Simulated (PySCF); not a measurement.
Molecule: SMILES Fc1ccc2[nH]ncc2c1, C₇H₅FN₂.

Bonds (- single, = double, # triple, : aromatic): F1-C2, C2:C3, C3:C4, C4:C5, C5:N6, N6:N7, N7:C8, C8:C9, C9:C10, C10:C2, C9:C5. C3 carries H11; C4 carries H12; N6 carries H13; C8 carries H14; C10 carries H15.

Frames of a GFN2-xTB Langevin trajectory at 300 K; GIAO PBE0/pcSseg-1 shieldings in PySCF 2.14, gas phase, non-relativistic; equivalent atoms averaged within each frame.

Scale: 19F (σref 170.95) against CFCl3; 13C (σref 186.93) against TMS; NH3 for 15N (σref 267.73) (reference shieldings calculated alike). The references are static minima.

Problem. How do the shifts (ppm) fluctuate along the trajectory?

Solution. 
```
         time (fs)      F1     C2     C5     C8     C9     C3     C4    C10     N7     N6
               250  -127.9  160.0  146.1  144.6  128.7  125.6  112.5  107.8  373.0  204.2
               425  -124.6  163.3  157.2  135.3  142.0  113.3  114.7  107.5  381.4  192.4
               625  -116.8  164.8  147.9  136.7  131.2  120.7  112.0  108.1  358.3  200.4
               800  -126.0  170.4  141.1  147.9  138.9  128.5  114.3  118.2  344.6  191.8
              1000  -113.5  173.2  149.0  138.5  135.3  125.5  115.3  110.6  361.0  210.1
    mean of frames  -121.7  166.3  148.3  140.6  135.2  122.7  113.8  110.4  363.7  199.8
standard deviation     6.2    5.3    5.8    5.4    5.5    6.0    1.5    4.5   14.1    7.8
```

5 frames give an uncertainty of the mean of about the standard deviation over 2.2 at best, since frames this close in time may not be independent; classical motion lacks zero-point vibration, and the reference would need the same averaging.
